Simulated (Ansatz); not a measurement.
A made-up structure of NaSiH₂I, singlet:

```
5
angstrom
Na 1.0509 -0.9830 1.3723
Si -0.2191 0.3379 -0.5549
I -1.8371 -0.2488 1.5803
H 0.2137 -0.5499 -1.6917
H 0.7916 1.4439 -0.7060
```

It is relaxed with PBE-D4/def2-SVP and then PBE0-D4/def2-TZVP (Ansatz 0.2.0). Atoms count as bonded within 1.22 times the sum of their covalent radii (H–H: 0.88 Å). The end point is not checked to be a true minimum.

Task: Does its bonding change? (A judgement: the text doesn't fix the answer.)

Result: Computed: Yes. Formed: Na1–H4, Na1–H5; broken: none.

Where it ends: The first stage lowers the energy by 2.11 eV in 10 steps. It ends as NaSiH₂I ([H]1[Na]23[H][Si]12[I]3):
```tsv
atom	x (Å)	y (Å)	z (Å)
Na1	1.1434	-0.8028	0.9536
Si2	-0.4648	0.6151	-0.9717
I3	-1.6702	-0.1625	1.3078
H4	0.2185	-0.7817	-1.1178
H5	0.7731	1.1319	-0.1718
```

Labels in which every atom is bracketed show which atoms are joined, not bond orders.

For scale, one of the runs: PBE0-D4/def2-TZVP relaxation, 131 basis functions, launched by `ansatz run in.yaml --threads 2 --pin off --events-out ev --progress --plain --max-ram 4352MiB`. Hardware: 2 CPU threads of an Arm Neoverse V2, shared host. Wall time about 20 s.
